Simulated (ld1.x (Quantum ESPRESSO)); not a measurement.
# O: one change to an RRKJ potential, before and after

O, norm-conserving RRKJ (Kleinman–Bylander form), made with ld1.x (Quantum ESPRESSO) 7.5 (PBE, non-relativistic). Core [He], reference 2s2 2p4. Waves: 2s (bound): rc 0.90 bohr; 2p (bound): rc 1.05 bohr. Local part: the p channel. Core correction: Bessel-smoothed model core inside 0.90 bohr.

All-electron outer shells of the reference configuration (PBE, non-relativistic, ld1.x):

```tsv
shell	level (eV)	outermost node (bohr)	outermost maximum (bohr)
2s	-23.91	0.28	0.87
2p	-9.04	–	0.82
```

Change: wave 2s (bound): rc 0.90 bohr becomes 2s (bound): rc 1.34 bohr.

Cutoffs: the cutoffs (Ry, on a coarse ladder) from which the occupation-weighted sum of valence levels, in a spherical-Bessel basis at the reference potential, stays within 10 and 1 mRy of its value at 400 Ry; they do not see the model core or the augmentation charge, which bear on the density cutoff. Errors are all-electron minus pseudo energies relative to the spin-unpolarised reference configuration.

Problem. How do hardness, ghosts and transferability respond?

Solution. The potential gets softer (110 Ry and 180 Ry → 100 Ry and 160 Ry); of the 7 tests that both files solve, the error grows in 6 and shrinks in 0 by more than 15 % and 0.3 meV (median size 7.8 → 22.6 meV); neither file shows a bound ghost. A larger radius leaves more room for a smooth pseudo-wave, so fewer plane waves are needed. More of the atom is replaced by a form fitted at one configuration, so other configurations suffer.

```tsv
quantity	base	changed
cutoff, loose	110 Ry	100 Ry
cutoff, tight	180 Ry	160 Ry
loose cutoff by channel (10 mRy a level)	s 90 Ry, p 80 Ry	s 40 Ry, p 80 Ry
bound ghosts	none	none
error for 2s2 2p3, meV [ΔE 16.44 eV]	-0.7	+5.7
error for 2s2 2p2, meV [ΔE 50.03 eV]	+17	+65
error for 2s2 2p1, meV [ΔE 103.90 eV]	+149	+319
error for 2s2 2p3.5, meV [ΔE 6.29 eV]	-0.4	+0.7
error for 2s1 2p4, meV [ΔE 31.61 eV]	-2.8	-5.8
error for 2s2 2p0, meV [ΔE 180.81 eV]	+670	+1085
error for 2s1 2p5, meV [ΔE 14.90 eV]	+7.8	+23
```
